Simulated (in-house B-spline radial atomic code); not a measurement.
**OLYP excitations of neutral strontium**

Method: OLYP. Computed with a B-spline radial code for spherical atoms: linear response of the closed shell [Kr] 5s2 with the functional's adiabatic kernel; scalar-relativistic (spin-free one-electron X2C), finite nucleus, no spin-orbit coupling, no double excitations, S, P, D and F terms only; shells from n = 3 respond.

Command:
```bash
python run_td.py task.json out
```
Settings (radii: box in bohr, nucleus in fm):
```
Z                        38
electrons                38
configuration            [Kr] 5s2
hamiltonian              x2c
method                   optx,lyp
box_radius               75
rms_radius               4.224
intervals                77
```

Cost of the run: 2.1 s on 1 thread of Arm Neoverse N1, on a shared host.

The lowest states, in the order of their Tamm-Dancoff energies; the method's threshold (minus the highest occupied level) is 3.246 eV. Labels give the largest channel, * marks a mixed state, and oscillator strengths are full-response dipole values. Measured ¹D terms are left out, since they can mix with doubly excited terms. Semilocal kernels can invert the small singlet-triplet splittings of Rydberg terms. Energies in eV:

```tsv
state	full response	Tamm-Dancoff	oscillator strength	measured (J-weighted term)
5s → 4d 3D	1.285	1.491	-	2.263
5s → 5p 3P	1.304	1.526	-	1.823
5s → 4d 1D	2.046	2.061	-	-
5s → 5p 1P	2.562	2.677	1.77	2.690
5s → 6s 3S	?	?	-	?
5s → 6s 1S	?	?	-	?
```

Q: Where does 5s → 6s 3S lie?

A: At 2.961 eV in full response, 2.970 eV in Tamm-Dancoff; measured 3.600 eV.

Q: Where does 5s → 6s 1S lie?

A: At 3.044 eV in full response, 3.057 eV in Tamm-Dancoff; measured 3.793 eV.

Q: How large is the singlet-triplet splitting of 5s → 4d (D terms) in Tamm-Dancoff?

A: 0.57 eV, from the unrounded values.

Q: What polarisabilities and dispersion coefficient does the method give?

A: Dipole 221.8 bohr³, quadrupole 6446 bohr⁵, C6 3746 hartree·bohr⁶ for two such species. Recommended dipole value: 197.2 ± 0.2 bohr³ (Schwerdtfeger and Nagle, table of static dipole polarizabilities (2023 update)), which includes relativity and correlation.
